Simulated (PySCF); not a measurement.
diantimony (Sb₂), SMILES [Sb]#[Sb]. Geometry optimised at B3LYP-D3(BJ)/def2-TZVP. The def2 effective core potentials stand for the cores of Sb; spin–orbit coupling is left out.

Level of theory: PySCF with B3LYP-D3(BJ)/def2-TZVP.

Harmonic wavenumbers (cm⁻¹): 285. Rotational constants (GHz): 1.341 (linear); symmetry number 2.

**Question.** Work out the zero-point energy and the ideal-gas rigid-rotor harmonic-oscillator thermochemistry at 298.15 K and 1 atm.

**Answer.** ZPE = ½ Σ hcν = ½ × 285 cm⁻¹ = 1.70 kJ/mol. H − E(el) = 11.53 kJ/mol. Entropy in J/(mol K): translation 177.28, rotation 72.73, vibration 6.29, total 256.30. G − E(el) = -64.88 kJ/mol. Cp = 36.22 J/(mol K).
